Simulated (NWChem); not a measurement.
Species: C4H4OS; SMILES C1SC(=C)OC=1

```xyz
10

C     -0.0004    -2.2157     0.0000
C     -0.0965    -0.8703     0.0000
O     -1.3159    -0.2167     0.0000
C     -1.1863     1.1453     0.0000
C      0.0739     1.6275     0.0000
S      1.2507     0.3129     0.0000
H      0.9805    -2.7049     0.0000
H     -0.9136    -2.8246     0.0000
H     -2.1361     1.6928     0.0000
H      0.3858     2.6772     0.0000
```
Atoms are numbered in this order, from 1.

Program: NWChem. Pople sets run with spherical d functions. The geometry was optimised at PBE-D3(BJ)/def2-SVP. Vzz is the largest principal value of the second derivative of the potential at the nucleus (NWChem prints the opposite sign); η is the asymmetry. Non-relativistic.

```tsv
level	Vzz O3 (a.u.)	η O3	Vzz S6 (a.u.)	η S6
CAM-B3LYP/def2-SVP	(withheld)	0.55	(withheld)	0.78
PBE/cc-pVTZ	1.609	0.53	-2.189	0.79
PBE/6-31G*	1.531	0.57	-2.394	0.71
```

Q: Fill in the missing entries.

A: 
- CAM-B3LYP/def2-SVP, Vzz O3 (a.u.): 1.666
- CAM-B3LYP/def2-SVP, Vzz S6 (a.u.): -2.427
